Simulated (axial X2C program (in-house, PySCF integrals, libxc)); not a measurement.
**A run on RhBi without results**

A two-component calculation with an axial X2C code built on PySCF integrals.

Input and command:
```json
{"zs": [83, 45], "q": 0, "bas": ["dyall-acv3z", "dyall-acv3z"], "r0": 2.76, "eom": "ee", "thr": -1.0, "nmax": 88}
```
```bash
python soeom.py task.json out
```

Keys: zs atomic numbers; q charge; bas basis sets; r0 starting distance in Å; eom kind of EOM run; thr threshold in hartree for freezing inner shells (an s shell follows its p shell); nmax most natural virtual spinors.

Outcome:

The PBE0 distance search ended without bracketing a minimum (an unconverged step or the end of its range); this says nothing on whether the molecule is bound.
